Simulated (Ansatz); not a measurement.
Relaxation of Cl5H3O2W (11 atoms, charge 0, multiplicity 1), to a largest force component of 0.03 eV/Å in at most 50 steps.

Level of theory: RHF/def2-SVP in Ansatz.

```xyz
11
Properties=species:S:1:pos:R:3:forces:R:3
W -0.297 0.361 -0.493 0.02 0.02 -0.19
Cl -0.279 -0.180 3.063 1.17 -0.52 -0.48
Cl 2.754 0.022 -0.356 -0.13 -0.05 0.06
O -0.022 2.026 0.253 0.02 0.05 -0.03
H 0.141 2.910 -0.047 -0.01 -0.05 0.02
Cl -2.522 -0.012 -0.157 0.01 0.00 0.00
Cl 0.092 -3.775 0.306 0.10 0.09 0.01
Cl -0.042 -0.586 -2.571 0.00 0.01 0.00
O 1.265 -0.491 0.274 0.10 0.05 -0.12
H 1.004 -2.882 0.322 -0.09 -0.09 0.00
H 0.789 -0.629 2.428 -1.18 0.49 0.72
```

Question: Where does it end, and by what steps?

Answer: The run converged. After 10 steps the energy has fallen by 0.100 eV; Cl2 moved furthest, 0.56 Å.

```tsv
step	energy less start (eV)	largest force component (eV/Å)	accepted
0	0.0000	1.180	yes
1	-0.0596	0.746	yes
2	-0.0756	0.481	yes
3	-0.0630	0.931	no
4	-0.0881	0.361	yes
5	-0.0896	0.345	yes
6	-0.0922	0.176	yes
7	-0.0213	0.960	no
8	-0.0989	0.096	yes
9	-0.0996	0.066	yes
10	-0.0999	0.017	yes
```

```xyz
11
Properties=species:S:1:pos:R:3
W -0.302 0.400 -0.681
Cl 0.057 -0.316 3.485
Cl 2.702 0.012 -0.312
O -0.080 2.014 0.166
H 0.084 2.934 0.019
Cl -2.541 0.041 -0.421
Cl 0.093 -3.749 0.440
Cl 0.035 -0.559 -2.741
O 1.169 -0.503 0.186
H 0.920 -2.781 0.385
H 0.747 -0.729 2.497
```

Whether the end is a true minimum wasn't checked by a vibrational analysis.

Time of the run: 55 s on 4 threads of Arm Neoverse V1 (shared host), peak memory 0.62 GiB.
